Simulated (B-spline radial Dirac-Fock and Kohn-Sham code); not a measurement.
X-ray form factors of antimony in several charge states

Model: relativistic Hartree-Fock (Dirac-Fock) wave functions, averaged over the configuration. Program: an atomic code on a B-spline grid.

Configurations: Sb⁹⁺ [Kr] 4d6; Sb¹⁰⁺ [Kr] 4d5; Sb¹¹⁺ [Kr] 4d4. The first column is f₀ of Sb⁹⁺, the others are differences from it.

| s (Å⁻¹) | Sb⁹⁺ | Δ Sb¹⁰⁺ | Δ Sb¹¹⁺ |
| --- | --- | --- | --- |
| 0 | 42.000 | -1.000 | -2.000 |
| 0.05 | 41.748 | -0.977 | -1.955 |
| 0.1 | 41.011 | -0.910 | -1.826 |
| 0.15 | 39.839 | -0.807 | -1.627 |
| 0.2 | 38.312 | -0.679 | -1.379 |
| 0.25 | 36.524 | -0.540 | -1.106 |
| 0.3 | 34.576 | -0.402 | -0.834 |
| 0.35 | 32.565 | -0.274 | -0.581 |
| 0.4 | 30.572 | -0.166 | -0.362 |
| 0.45 | 28.665 | -0.079 | -0.185 |
| 0.5 | 26.888 | -0.016 | -0.053 |
| 0.6 | 23.817 | +0.050 | +0.091 |
| 0.7 | 21.393 | +0.059 | +0.118 |
| 0.8 | 19.500 | +0.041 | +0.086 |
| 0.9 | 17.975 | +0.016 | +0.038 |
| 1 | 16.672 | -0.004 | -0.004 |
| 1.1 | 15.489 | -0.016 | -0.031 |
| 1.2 | 14.371 | -0.022 | -0.044 |
| 1.4 | 12.268 | -0.021 | -0.044 |
| 1.6 | 10.393 | -0.014 | -0.031 |

Values without a named source are computed, but for edge energies of neutral atoms, which are taken from tables.
